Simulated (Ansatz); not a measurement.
Cost and result up the ladder for K₃H₃ (the lowest singlet isomer of a short search) (6 atoms). Charge 0, multiplicity 1. Geometry: PBE-D4/def2-TZVP.

Cartesian coordinates in Å:
```
K 1.2639 2.1428 0.1626
K -2.4950 0.0205 -0.0102
K 1.2294 -2.1630 -0.1531
H -1.1998 2.1087 0.1731
H 2.4350 -0.0195 0.0044
H -1.2336 -2.0896 -0.1768
```

Ansatz on 4 threads of Arm Neoverse V2 on a shared host. Times are rough, and most runs start from the orbitals of an earlier one. ωB97M-V/def2-TZVP serves as the yardstick here, not as an exact answer. Differences are given only for rows in sets of like size (and for xTB, whose basis is part of the method), since another set adds its own error. Binding counts from free atoms at the same level (K doublet, H doublet; other spins of the atoms weren't run), without zero-point energy or a counterpoise term.

The 6-31G sets use Cartesian d functions. B3LYP takes the VWN-RPA correlation. Correlated methods freeze 15 core orbitals; core or outer-core shells of K are correlated, in sets that lack core-valence functions. The structure comes from a short search, and lower isomers may exist.

Correlated methods converge slowly with the basis.

```csv
level,functions,wall time,binding energy per atom (eV),difference from ωB97M-V/def2-TZVP (eV)
HF/STO-3G,42,0.15 s,1.03,–
HF/6-31G,93,0.45 s,0.92,–
MP2/def2-TZVP,117,0.6 s,1.18,-0.30
PBE-D4/def2-SVP,87,1 s,1.35,–
PBE-D4/def2-TZVP,117,1.1 s,1.36,-0.12
BLYP-D4/def2-TZVP,117,1.4 s,1.42,-0.06
B3LYP-D4/6-31G,93,1.6 s,1.45,–
PBE-D4/def2-TZVPD,135,1.6 s,1.37,-0.11
r2SCAN-D4/def2-TZVP,117,2.2 s,1.40,-0.08
PBE0-D4/def2-TZVP (with forces),117,2.5 s,1.36,-0.12
r2SCANh-D4/def2-TZVP,117,2.7 s,1.40,-0.08
r2SCAN-D4/def2-TZVPD,135,3.1 s,1.41,-0.08
ωB97M-V/def2-TZVP,117,7 s,1.48,0.00
CCSD(T)/def2-TZVPD,135,9.5 s,1.34,-0.14
```
